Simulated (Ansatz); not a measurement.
`O[SiH2]N[SiH](O)Cl` and `O[SiH2]N[SiH2]Cl` differ in one atom or group.

Ansatz, PBE0-D4/def2-TZVP geometries, multiplicity 1. Each molecule was computed in one conformer, which needn't be the lowest.

| property | `O[SiH2]N[SiH](O)Cl` |
| --- | --- |
| HOMO energy (ωB97M-V/def2-TZVPP) / eV | -10.26 |
| LUMO energy (PBE/def2-TZVPP) / eV | -0.67 |
| HOMO–LUMO gap (PBE0/def2-TZVPP) / eV | 8.19 |
| HOMO energy (PBE0/def2-TZVPP) / eV | -7.96 |
| HOMO energy (B3LYP/def2-TZVPP) / eV | -7.74 |
| LUMO energy (B3LYP/def2-TZVPP) / eV | -0.05 |

Give the same properties after the change, and the shifts. (Best estimate.)

Computed: 
```csv
property,`O[SiH2]N[SiH2]Cl`,shift
HOMO energy (ωB97M-V/def2-TZVPP) / eV,-10.59,-0.33
LUMO energy (PBE/def2-TZVPP) / eV,-0.66,0.01
HOMO–LUMO gap (PBE0/def2-TZVPP) / eV,8.45,0.26
HOMO energy (PBE0/def2-TZVPP) / eV,-8.28,-0.32
HOMO energy (B3LYP/def2-TZVPP) / eV,-8.02,-0.28
LUMO energy (B3LYP/def2-TZVPP) / eV,-0.08,-0.03
```

With PBE0 the HOMO falls by 0.32 eV and the LUMO falls by 0.06 eV, so the gap widens by about 0.26 eV. PBE moves the HOMO by -0.31 eV and ωB97M-V by -0.33 eV.

B3LYP here is the variant with VWN-RPA as its local correlation; programs differ in this.
